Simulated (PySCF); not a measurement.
## Exercise with solution: chemical shift, span and skew from a shielding tensor

B(F)(Cl)(vinyl) (C2H3BClF), SMILES B(Cl)(C=C)F. Atoms are numbered in the order given.

```xyz
8

B      0.5249     0.1708     0.0000
F      1.6706     0.8376     0.0000
Cl    -0.9563     1.1292     0.0000
C      0.5115    -1.3817     0.0000
C     -0.6212    -2.0984     0.0000
H      1.4745    -1.9077     0.0000
H     -0.6187    -3.1943     0.0000
H     -1.6004    -1.6063     0.0000
```

Geometry optimised at ωB97X-D3(BJ)/def2-SVP. Other conformers were not sampled.

GIAO shieldings from HF/pcSseg-1 in PySCF, non-relativistic, no solvent. The symmetric part of the tensor of C4 has the principal values -69.7, 64.7, 178.2 ppm. The same nucleus in TMS has σ = 192.6 ppm at this level (PySCF, at its B3LYP-D3(BJ)/def2-TZVP geometry). Without spin–orbit terms, shifts of atoms bonded to Cl or Br come out too high.

Q: Work out the isotropic shielding, the ¹³C shift against TMS, the span and the skew.

A: 
σ(iso) = (σ11 + σ22 + σ33)/3 = 57.7 ppm. δ = σ(ref) − σ(iso) = 192.6 − (57.7) = 134.9 ppm.
Span Ω = σ33 − σ11 = 247.9 ppm. Skew κ = 3(σ(iso) − σ22)/Ω = -0.08. Tumbling in solution averages the tensor to δ; in a static solid the shielding alone would spread this spin-1/2 line over Ω.
